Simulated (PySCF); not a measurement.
Ge(H)(Me)2(OH) (C2H8GeO), SMILES [CH3][GeH]([CH3])[OH]. Coordinates come from a PBE0-D3(BJ)/def2-SVP optimisation. The structure was generated by enumeration, and PubChem lists no compound with its InChIKey, so it may never have been made. Other conformers were not sampled.

**Question.** Give the equilibrium geometry at PBE0-D3(BJ)/def2-SVP (PySCF confirms it by a frequency run) as bond lengths and angles, and its point group. (An estimate is asked for; the answer gives what the named calculation found.)

**Answer.** This is not unique; one that fits is point group Cs.
Atoms: Ge1 C2 C3 O4 H5 H6 H7 H8 H9 H10 H11 H12. Bonded distances (Å): Ge1–C2 1.950, Ge1–C3 1.950, Ge1–O4 1.791, Ge1–H5 1.539, C2–H6 1.101, C2–H7 1.100, C2–H8 1.101, C3–H9 1.100, C3–H10 1.101, C3–H11 1.101, O4–H12 0.962. Bond angles (°): C2–Ge1–C3 110.8, C2–Ge1–O4 110.0, C2–Ge1–H5 111.4, C3–Ge1–O4 110.0, C3–Ge1–H5 111.4, O4–Ge1–H5 102.9, Ge1–C2–H6 110.8, Ge1–C2–H7 110.5, Ge1–C2–H8 110.3, H6–C2–H7 108.5, H6–C2–H8 108.1, H7–C2–H8 108.5, Ge1–C3–H9 110.5, Ge1–C3–H10 110.8, Ge1–C3–H11 110.3, H9–C3–H10 108.5, H9–C3–H11 108.5, H10–C3–H11 108.1, Ge1–O4–H12 112.7.
